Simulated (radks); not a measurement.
The numbers below are computed, except where a source is named.
Question: As2+, configuration [Ar] 3d10 4s2 4p0.75 4d0.25 (fractional occupations, a model configuration). Level of theory: non-relativistic Kohn-Sham, PBEsol, spin-polarised, spherical densities, point nucleus; open shells are filled with parallel spins first (a radial shooting solver on a logarithmic mesh with Libxc functionals). Some entries of the table are withheld. Estimate them.

orbital  occ.  eigenvalue (Ry)  <r> (bohr)
1s up       1        -849.1408     0.04640
1s down     1        -849.1378     0.04640
2s up       1        -107.9118      0.2068
2s down     1        -107.9097      0.2068
2p up       3        -96.70310      0.1789
2p down     3        -96.69995      0.1789
3s up       1        -15.12648      0.6096
3s down     1        -15.12214      0.6095
3p up       3        -11.34295      0.6220
3p down     3        -11.33786      0.6218
3d up       5         -4.69903      0.6728
3d down     5         -4.69079      0.6709
4s up       1         -2.49909       1.830
4s down     1         -2.42138       1.821
4p up    0.75              (1)       2.133
4p down     0              (2)       2.132
4d up    0.25         -0.79101       3.309

Answer: 
(1) 4p up eigenvalue (Ry): -1.74432
(2) 4p down eigenvalue (Ry): -1.66043
